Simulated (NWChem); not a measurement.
System meant: NbNH2SCl2; SMILES [Nb](=[S])([Cl])([Cl])[NH2]

NWChem input:

```
start job
memory heap 200 mb stack 900 mb global 1100 mb
geometry units angstroms noautoz
  Nb    -0.135091    -0.001534    -0.146812
  S     -1.894112    -0.012825     1.049675
  Cl     1.096395     1.906997     0.209382
  Cl     1.123487    -1.891469     0.213896
  N     -0.787547    -0.008364    -1.960720
  H     -1.753094    -0.016151    -2.279985
  H     -0.144709    -0.004128    -2.753957
end
basis spherical
  * library def2-svp
end
dft
  xc pbe0
  iterations 150
  mulliken
end
task dft energy
```

End of the output:

```
             Northwest Computational Chemistry Package (NWChem) 7.3.0
             --------------------------------------------------------

 CS  symmetry detected

                             Geometry "geometry" -> ""
                             -------------------------

 Output coordinates in angstroms (scale by  1.889725989 to convert to a.u.)

  No.       Tag          Charge          X              Y              Z
 ---- ---------------- ---------- -------------- -------------- --------------
    1 Nb                  41.0000    -0.05497451    -0.15055965     0.00000000
    2 S                   16.0000    -1.99279659     0.72734038     0.00000000
    3 Cl                  17.0000     1.11040991     0.41561813     1.89928255
    4 Cl                  17.0000     1.11040991     0.41561813    -1.89928255
    5 N                    7.0000    -0.38751112    -2.04935588     0.00000000
    6 H                    1.0000    -1.28423140    -2.52910987     0.00000000
    7 H                    1.0000     0.38157295    -2.72091566     0.00000000

 Effective nuclear repulsion energy (a.u.)     774.4779650624

      Symmetry information
      --------------------

 Group name             Cs
 Group number              2
 Group order               2
 No. of unique centers     6

                                 NWChem DFT Module
                                 -----------------

 Summary of "ao basis" -> "ao basis" (spherical)
 ------------------------------------------------------------------------------
       Tag                 Description            Shells   Functions and Types
 ---------------- ------------------------------  ------  ---------------------
 Nb                         def2-svp                11       31   5s3p2d1f
 S                          def2-svp                 8       18   4s3p1d
 Cl                         def2-svp                 8       18   4s3p1d
 N                          def2-svp                 6       14   3s2p1d
 H                          def2-svp                 3        5   2s1p

      Symmetry analysis of basis
      --------------------------

        a'         70
        a"         39

            General Information
            -------------------
          SCF calculation type: DFT
          Wavefunction type:  closed shell.
          No. of atoms     :     7
          No. of electrons :   100
           Alpha electrons :    50
            Beta electrons :    50
          Charge           :     0
          Spin multiplicity:     1
          Use of symmetry is: on ; symmetry adaption is: on
          Maximum number of iterations: 150
          AO basis - number of functions:   109
                     number of shells:    47
          Convergence on energy requested:  1.00D-06
          Convergence on density requested:  1.00D-05
          Convergence on gradient requested:  5.00D-04

              XC Information
              --------------
                         PBE0 Method XC Functional
                     Hartree-Fock (Exact) Exchange  0.250
          PerdewBurkeErnzerhof Exchange Functional  0.750
            Perdew 1991 LDA Correlation Functional  1.000 local
           PerdewBurkeErnz. Correlation Functional  1.000 non-local

             Grid Information
             ----------------
          Grid used for XC integration:  medium
          Radial quadrature: Mura-Knowles
          Angular quadrature: Lebedev.
          Tag              B.-S. Rad. Rad. Pts. Rad. Cut. Ang. Pts.
          ---              ---------- --------- --------- ---------
          Nb                  1.45      123           9.0       590
          S                   1.00       88          11.0       590
          Cl                  1.00       88          11.0       590
          N                   0.65       49           9.0       434
          H                   0.35       45          11.0       434
          Grid pruning is: on
          Number of quadrature shells:   438
          Spatial weights used:  Erf1

      Superposition of Atomic Density Guess
      -------------------------------------

 Sum of atomic energies:       -2095.74472821

      Non-variational initial energy
      ------------------------------

 Total energy =   -2103.718410
 1-e energy   =   -4400.120325
 2-e energy   =    1521.923949
 HOMO         =      -1.121861
 LUMO         =      -1.113778

      Symmetry analysis of molecular orbitals - initial
      -------------------------------------------------

  Numbering of irreducible representations:

     1 a'          2 a"

  Orbital symmetries:

     1 a'          2 a"          3 a'          4 a'          5 a'
     6 a'          7 a'          8 a"          9 a'         10 a"
    11 a'         12 a'         13 a'         14 a"         15 a'
    16 a'         17 a"         18 a'         19 a"         20 a'
    21 a'         22 a"         23 a"         24 a'         25 a'
    26 a"         27 a'         28 a'         29 a'         30 a'
    31 a"         32 a'         33 a"         34 a"         35 a'
    36 a'         37 a"         38 a'         39 a'         40 a'
    41 a"         42 a'         43 a'         44 a"         45 a'
    46 a"         47 a'         48 a"         49 a'         50 a"
    51 a'         52 a'         53 a"         54 a'         55 a'
    56 a'         57 a"         58 a"         59 a'         60 a'

     ---------------------------------------------
      Total Density - Mulliken Population Analysis
     ---------------------------------------------

    Atom       Charge   Shell Charges
 -----------   ------   -------------------------------------------------------
    1 Nb  41    48.61   2.00  2.01  2.07  1.77 -0.32  6.07  8.72 -0.03 10.39  1.62 14.32
    2 S   16    14.19   2.00  1.99  1.12  0.87  5.93  1.60  0.33  0.35
    3 Cl  17    14.20   2.00  1.99  1.00  0.97  5.92  1.22  0.95  0.15
    4 Cl  17    14.20   2.00  1.99  1.00  0.97  5.92  1.22  0.95  0.15
    5 N    7     8.36   1.99  1.05  0.37  3.31  1.57  0.06
    6 H    1     0.20   0.25 -0.04  0.00
    7 H    1     0.23   0.26 -0.03  0.00

[...]
```

Q: Can this run be used? If not, why, and what is the fix?

A: The run ends normally but its numbers are meaningless: the def2 basis of a heavy element holds valence functions alone and wants its effective core potential (without it all electrons must fit into that basis). This input runs:
```
start job
memory heap 200 mb stack 900 mb global 1100 mb
geometry units angstroms noautoz
  Nb    -0.135091    -0.001534    -0.146812
  S     -1.894112    -0.012825     1.049675
  Cl     1.096395     1.906997     0.209382
  Cl     1.123487    -1.891469     0.213896
  N     -0.787547    -0.008364    -1.960720
  H     -1.753094    -0.016151    -2.279985
  H     -0.144709    -0.004128    -2.753957
end
basis spherical
  * library def2-svp
end
ecp
  Nb library def2-ecp
end
dft
  xc pbe0
  iterations 150
  mulliken
end
task dft energy
```
It converges to -1430.78601 Ha (PBE0/def2-SVP with def2 effective core potentials on Nb). The faulty run gave -2138.312 Ha, with all electrons squeezed into the valence basis.
